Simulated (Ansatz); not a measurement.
`C[SiH2]C(F)F` + `[BH2][GaH2]` → `[BH2][GaH][SiH2]C` + `FCF`  (formal exchange of groups at the Si–C bond)

Gas-phase electronic energies from Ansatz, PBE0-D4/def2-TZVP geometries. CCSD(T)/CBS is the MP2 limit (def2-TZVPP, def2-QZVPP) plus CCSD(T) − MP2 in def2-TZVPP, frozen cores. This one scheme is used for every species. For Ga outer-core shells are correlated without core-valence functions, which leaves a few kJ/mol of doubt a bond. Scalar relativity is left out up to krypton. Each species was taken in one conformer, which may not be the lowest.

```
            species  CCSD(T)/CBS(def2) energy (Eh)
     `C[SiH2]C(F)F`                     -568.37169
      `[BH2][GaH2]`                    -1951.07352
`[BH2][GaH][SiH2]C`                    -2280.63723
              `FCF`                     -238.82660
```

(1) Work out ΔE.

Largest T1 diagnostic among the species: 0.014.

Answers

(1) ΔE = (-2280.63723) + (-238.82660) − (-568.37169) − (-1951.07352) = -0.01862 Eh = -48.9 kJ/mol.

In def2-TZVPP, CCSD(T) changes the Hartree–Fock value by −8.3 kJ/mol (the triples alone add −0.9 kJ/mol) and MP2 by −8.5 kJ/mol.
